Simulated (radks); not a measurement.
Values are calculated unless marked as measured or tabulated.
Code: a radial shooting solver on a logarithmic mesh with Libxc functionals. Model: scalar-relativistic Kohn-Sham, LB94 model potential, spin-polarised, spherical densities, finite nucleus; open shells are filled with parallel spins first (spin-orbit coupling, left out, can overturn this in heavy ions); Fermi nuclear charge, rms radius of each element as measured or else 0.836 A^(1/3) + 0.57 fm. Response by self-consistent Sternheimer equations with the Hartree and adiabatic LDA kernel, the relativistic mass of each level held fixed and spin-orbit coupling left out. For heavy and open-shell atoms this level of theory can miss by tens of per cent. Rank Cs+, Xe, Nd6+, Ce4+, Pm7+, Sm8+, Pr5+, La3+, Ba2+ (NIST ground configurations) by static dipole polarisability, largest first.

Answer. Xe 27.03, Cs+ 15.98, Ba2+ 10.74, La3+ 7.761, Ce4+ 5.887, Pr5+ 4.621, Nd6+ 3.654, Pm7+ 2.932, Sm8+ 2.358 bohr^3.
